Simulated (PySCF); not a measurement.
Si(Cl)2(OMe)(SH) (CH4Cl2OSSi), SMILES CO[Si](S)(Cl)Cl.

Coordinates come from a B3LYP-D3(BJ)/def2-SVP optimisation. The structure was generated by enumeration, and PubChem lists no compound with its InChIKey, so it may never have been made. Other conformers were not sampled.

Level of theory: M06-2X/def2-TZVP in PySCF.

Gas-phase values at a fixed geometry.

Estimate the frontier levels, gap, dipole moment and polarisability. (The exact figures need the calculation; the answer reports its results.)


```json
{
 "highest_occupied_level": "-9.20 eV",
 "lowest_empty_level": "0.48 eV",
 "orbital_gap": "9.69 eV",
 "dipole_moment": "1.78 D",
 "quadrupole, principal values (traceless, Buckingham form, about the centre of nuclear charge)": "-5.56, -3.01, 8.56 D·Å",
 "mean_static_polarisability": "79.3 bohr³ (11.75 Å³)",
 "polarisability_principal_values": "74.8, 79.8, 83.4 bohr³"
}
```
